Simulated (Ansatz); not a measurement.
A nudged elastic band was laid between two geometries of ClF₃GeH₃N (9 atoms, charge 0, multiplicity 1).

Method: RKS PBE/def2-SVP (Ansatz 0.2.0).

```yaml
movable_images: 4
climbing_image: no
spring: 5.0 eV/Å²
optimiser: quadratic models (default)
start_path: through a guess of the saddle point
force_threshold: 0.05 eV/Å
iteration_limit: 60
end_points: relaxed
```

First end point:

```xyz
9
Properties=species:S:1:pos:R:3
Ge -0.080 0.026 0.200
Cl 0.583 -0.298 2.252
F 1.494 0.086 -0.564
F -0.589 1.640 -0.280
F -0.687 -1.347 -0.718
N -2.127 -0.023 0.990
H -2.603 -0.857 0.621
H -2.617 0.823 0.666
H -2.130 -0.049 2.018
```

Last end point:

```xyz
9
Properties=species:S:1:pos:R:3
Ge -0.556 0.074 -0.499
Cl -0.315 0.234 3.622
F 0.982 -0.575 -0.067
F -0.404 1.776 -0.761
F -0.972 -0.673 -2.009
N -1.787 -0.205 0.827
H -2.239 -1.127 0.765
H -2.514 0.524 0.824
H -0.952 -0.028 2.485
```

Q: What changes between the two ends?

A: Bonds broken: Ge1–Cl2, N6–H9. Bonds formed: Cl2–H9. ClF3GeH3N becomes ClH + F3GeH2N.

Q: What energy profile does the band end with?

A: The run converged. The highest image is number 3 of 0 to 5, 1.10 eV above the first end and 0.12 eV above the last; the last end lies 0.98 eV above the first. No image climbed, so the highest image needn't sit at the top of the path. The orbitals stay closed-shell, which can raise the energy where a bond breaks towards radicals; this wasn't checked here.

```
image  path coordinate (Å)  energy (eV)  Ge1–Cl2 (Å)  N6–H9 (Å)  Cl2–H9 (Å)
    0                 0.00         0.00         2.18       1.03        2.74
    1                 1.03         0.21         2.21       1.03        2.60
    2                 2.06         0.38         2.25       1.03        2.51
    3                 3.09         1.10         2.75       1.19        1.69
    4                 4.13         0.98         3.68       1.84        1.33
    5                 5.16         0.98         4.13       1.87        1.33
```

Q: What is the geometry of the highest image?

A: 
```xyz
9
Properties=species:S:1:pos:R:3
Ge -0.377 0.142 -0.081
Cl 0.079 0.706 2.571
F 0.921 -0.993 0.036
F -0.167 1.829 -0.388
F -1.006 -0.333 -1.654
N -1.923 -0.318 1.008
H -2.191 -1.312 0.918
H -2.741 0.266 0.772
H -1.351 0.014 2.002
```

The run took 2 min on 4 threads of Arm Neoverse V1 (shared host), peak memory 0.19 GiB.
